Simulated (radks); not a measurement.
Results of a calculation; reference values are marked as such.
Excited configurations of Eu XLI: one electron is placed in a higher orbital outside [Ar] 3d4. The ground configuration is [Ar] 3d5. Code: a radial shooting solver on a logarithmic mesh with Libxc functionals. Model: scalar-relativistic Kohn-Sham, PBEsol, spin-polarised, spherical densities, finite nucleus; open shells are filled with parallel spins first (spin-orbit coupling, left out, can overturn this in heavy ions); Fermi nuclear charge, rms radius 5.1115 fm. Excitation = E - E(ground); binding = E(ion) - E, where the ion is the core of charge +41; n* = 41/sqrt(2 binding) in atomic units. These energies are relativistic, and a one-electron ion of charge +41 with no core already has n* below n in this formula (scalar-relativistic equation, point nucleus: 4s 3.963, 4p 3.979, 4d 3.990, 4f 3.996, 5p 4.977, 5d 4.989, 6s 5.960, 6p 5.976, 6d 5.988, 7d 6.987, 7f 6.992). The quantum defect is therefore taken as that value minus n*, so that it holds no relativistic shift of the bare ion.

| outer orbital | excitation (eV) | binding (eV) | quantum defect | <r> (bohr) |
|---|---|---|---|---|
| 4s | 1214.4 | 1835.9 | 0.433 | 0.4593 |
| 4p | 1318.9 | 1731.3 | 0.344 | 0.4637 |
| 4d | 1443.1 | 1607.2 | 0.218 | 0.4508 |
| 4f | 1552.4 | 1497.9 | 0.088 | 0.4073 |
| 5p | 1986.2 | 1064.0 | 0.341 | 0.7670 |
| 5d | 2046.2 | 1004.1 | 0.216 | 0.7645 |
| 6s | 2301.7 | 748.58 | 0.432 | 1.122 |
| 6p | 2330.0 | 720.23 | 0.341 | 1.142 |
| 6d | 2363.4 | 686.83 | 0.217 | 1.150 |
| 7d | 2550.6 | 499.59 | 0.221 | 1.607 |
| 7f | 2567.0 | 483.28 | 0.113 | 1.588 |

The Delta-SCF ionisation energy is 3050.2 eV (NIST Atomic Spectra Database: 3022 eV, theoretical). Self-interaction in the functional shifts the binding energies and quantum defects, so they are the method's values and not measured ones. Open shells are spherical and high-spin; term and fine-structure splittings are not resolved. Spin-orbit splitting is averaged out at the scalar-relativistic level.
